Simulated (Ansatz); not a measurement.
```yaml
crystal:
  periodic: [false, false, false]
  atoms:
    - {symbol: C, position_ang: [0.682475, -1.652288, -0.392881]}
    - {symbol: C, position_ang: [0.755559, -0.151230, -0.620843]}
    - {symbol: C, position_ang: [0.766978, 0.185033, -2.100427]}
    - {symbol: O, position_ang: [-0.345007, 0.500342, -0.035901]}
    - {symbol: In, position_ang: [-0.537964, 0.772651, 1.924980]}
    - {symbol: N, position_ang: [-2.416792, 1.379172, 2.255742]}
    - {symbol: H, position_ang: [-0.252204, -2.044935, -0.802140]}
    - {symbol: H, position_ang: [1.517987, -2.172169, -0.869457]}
    - {symbol: H, position_ang: [0.712370, -1.886569, 0.676414]}
    - {symbol: H, position_ang: [1.701720, 0.212826, -0.183288]}
    - {symbol: H, position_ang: [-0.152854, -0.174499, -2.569202]}
    - {symbol: H, position_ang: [1.619894, -0.275892, -2.605689]}
    - {symbol: H, position_ang: [0.820280, 1.266028, -2.241775]}
    - {symbol: H, position_ang: [0.724692, 0.424880, 3.008919]}
    - {symbol: H, position_ang: [-2.941053, 1.724682, 1.466354]}
    - {symbol: H, position_ang: [-2.656072, 1.891958, 3.089183]}
basis:
  gaussian: {orbitals: def2-TZVPP, fitting: {mean_field: cc-pVTZ-jkfit}}
magnetization: {spin_polarized: true, initial_magnetization: 0}
hamiltonian: {xc: {name: wB97X-V}}
output: {forces: true}
```

```sh
$ ansatz run in.yaml --threads 2 --pin off --events-out ev --progress --plain --max-ram 22528MiB --backend cuda --devices 0, --max-vram 18GiB
```

Task: How does Ansatz answer? (Estimate.)

Result: The calculation gave: The program refused the input.
```
Functional definition: wB97X-V
Error: <dir> the basis set cc-pVTZ-JKFIT has no functions for In
```
